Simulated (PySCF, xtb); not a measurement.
HfF₂I₂, SMILES [I][Hf]([I])([F])[F], multiplicity 1.

Harmonic wavenumbers (cm⁻¹) from GFN2-xTB run with xtb 6.7.1 at its own minimum, in rising order: 24, 65, 114, 123, 131, 191, 249, 469, 493.

What does PySCF 2.14.0 with PBE-D3(BJ)/def2-SVP give at its own minimum? (The exact figures need the calculation; the answer reports its results.)

48, 86, 115, 119, 146, 195, 222, 662, 662. Paired by order, the mean absolute difference is 51 cm⁻¹ and the zero-point energies are 2.7 and 3.2 kcal/mol.
